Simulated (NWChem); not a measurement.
System: AlHCl₂; SMILES [Cl][AlH][Cl]

Computed with NWChem. Pople sets run with spherical d functions. Geometry: optimised at PBE-D3(BJ)/def2-SVP. Ions are spin-unrestricted doublets at the neutral geometry; other ion states weren't tried. Functional: LC-ωPBE (HJS hole) with 6-31G*; rows give the range parameter ω in 1/bohr.

For range parameter (1/bohr) 0.15:

```
Item                                   Value
-------------------------------------  -----
vertical ionisation energy, ΔSCF (eV)  11.42
−ε(HOMO) (eV)                          10.03
```

Problem. Estimate the same quantities for range parameter (1/bohr) 0.60.

Solution. 
| Quantity | Result |
|---|---|
| vertical ionisation energy, ΔSCF (eV) | 12.64 |
| −ε(HOMO) (eV) | 12.92 |
